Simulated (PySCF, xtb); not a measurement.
C₂H₄N₂OSi, SMILES N#C/N=C/O[SiH3].

GFN2-xTB (xtb) at its own geometry gives an orbital gap of 3.23 eV and a dipole moment of 5.13 D.

Geometry: B3LYP-D3(BJ)/def2-SVP. The structure was generated by enumeration; whether it is a known compound was not checked. Other conformers were not sampled.

What does PBE/def2-TZVP in PySCF give? (Estimate from the structure and the level; the computed values follow.)

gap 4.39 eV (levels -7.06 and -2.67 eV), dipole 5.05 D.
